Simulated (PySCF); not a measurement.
Calculation: PBE0-D3(BJ)/def2-TZVP (PySCF). Gas-phase values, no solvent. One relaxed conformer stands for a flexible species; it need not be the lowest. 

Reference species (SMILES): `B[C]Cl` (excited triplet) (neutral, multiplicity 3).

```yaml
highest_occupied_spin_orbital: -7.08 eV
```

Changed species: `Cl[C]Cl` (excited triplet) (X = chloro, multiplicity 3; the reference has X = boryl, multiplicity 3).

Question: Predict the effect on the highest occupied spin orbital.

Answer: the highest occupied spin orbital rises by 0.95 eV, to -6.13 eV.
